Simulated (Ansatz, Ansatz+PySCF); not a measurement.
```xyz
8

H     2.3518    0.0000    0.0000
H     1.6630    1.6630    0.0000
H     0.0000    2.3518    0.0000
H    -1.6630    1.6630    0.0000
H    -2.3518    0.0000    0.0000
H    -1.6630   -1.6630    0.0000
H     0.0000   -2.3518    0.0000
H     1.6630   -1.6630    0.0000
```

Basis set: cc-pVDZ (spherical functions). All electrons are correlated. Charge 0, multiplicity 1.

Computed with Ansatz (development build ahead of 0.2.0); each method stands on the lowest determinant of its kind that the runs found. Restricted open shells among the atoms or ions are ROHF, correlated in semicanonical orbitals with singles. Restricted functionals stand beside restricted open-shell atoms, which can lie above the unrestricted atoms usual in DFT and then raise those values.

The atomization energy at this shape (free ground-state atoms in the same class of orbitals less the molecule, no zero-point energy) of singlet H8:

| method | atomization energy |
| --- | --- |
| PBE (unrestricted) | 437.0 kJ/mol |
| PBE0 (unrestricted) | 376.9 kJ/mol |
| ωB97X (unrestricted) | 335.4 kJ/mol |
| UHF-CCSDT(Q) | 348.4 kJ/mol |
| UHF-CCSD(T) | 339.5 kJ/mol |
| PBE (restricted) | 315.9 kJ/mol |
| r²SCAN (restricted) | 253.8 kJ/mol |
| UHF-MP2 | 213.4 kJ/mol |
| PBE0 (restricted) | 171.5 kJ/mol |
| UHF | 155.7 kJ/mol |
| ωB97X (restricted) | 112.1 kJ/mol |
| RHF-MP2 | -12.9 kJ/mol |
| RHF | -490.2 kJ/mol |

What does r²SCAN (unrestricted) give?

475.9 kJ/mol. Caution for r²SCAN (unrestricted): the unrestricted determinant is spin contaminated. Caution for PBE (unrestricted), PBE0 (unrestricted), ωB97X (unrestricted), UHF-CCSDT(Q), UHF-CCSD(T), UHF-MP2, UHF: the unrestricted determinant is a mixture of spin states. Caution for UHF-CCSDT(Q), UHF-CCSD(T), UHF-MP2: bonds are stretched, where a single reference can fail. Caution for UHF-CCSD(T), RHF-MP2: the program doubts this total. Caution for PBE (restricted), r²SCAN (restricted), PBE0 (restricted), ωB97X (restricted), RHF-MP2, RHF: an unrestricted determinant lies well below. Caution for PBE0 (restricted), ωB97X (restricted), RHF-MP2, RHF: the determinant breaks the point group. Caution for RHF-MP2: large amplitudes, a single reference is doubtful. Caution for RHF: the molecule lies well above its atoms at this level.
